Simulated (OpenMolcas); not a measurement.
**Ti3+: moving the ligands**

Ti3+ with 6 ligands (oxide) in tetragonal octahedral coordination (D4h) at 2.05 Å, the axial distance 2.029 Å. A charge of +1.5 e stands 2.8 Å behind each ligand. Ligand basis ANO-RCC-VDZP.

```json
{
  "Program": "OpenMolcas 26.06",
  "Method": "CASSCF",
  "Basis": "ANO-RCC-VDZP [5s4p2d1f]",
  "Scalar Hamiltonian": "DKH2, point nucleus",
  "Active space": "1 electron in 5 orbitals (3d)",
  "State averaging": "2S+1 = 2 even, 5 roots",
  "Spin-orbit coupling": "state interaction with AMFI integrals over the reference wave functions"
}
```

Runs around this geometry, states (labels of D4, the rotations of D4h). Energies in cm-1 above the lowest state or level, χT in cm3 K/mol.

```csv
R (Å),Axial / equatorial distance,Ground state,First state of that spin,First gap with spin-orbit (degeneracies),χT at 300 K
2.02,0.99,2B2,2E 202.4,"164.4 (2, 2)",0.448
2.05,0.99,2B2,2E 198.3,"160.7 (2, 2)",0.449
2.14,0.99,2B2,2E 186.5,"150.0 (2, 2)",0.451
2.05,1.04,2E,2B2 707.5,"125.8 (2, 2)",0.435
```

The ground state changes within this set.

The oxide ions are held by bare point charges, a crude embedding. Ligand-to-metal charge-transfer states are missing. With metal d orbitals alone and no dynamic correlation the field as a rule comes out too small, by tens of per cent, by up to half for chloride and softer ligands. An orbital doublet at a regular site is open to a Jahn-Teller distortion, which this geometry leaves out (holds for R = 2.05, ratio = 1.04). No measured value stands beside these numbers; the geometry is a model, was not optimised and need not be the one that this ion takes.
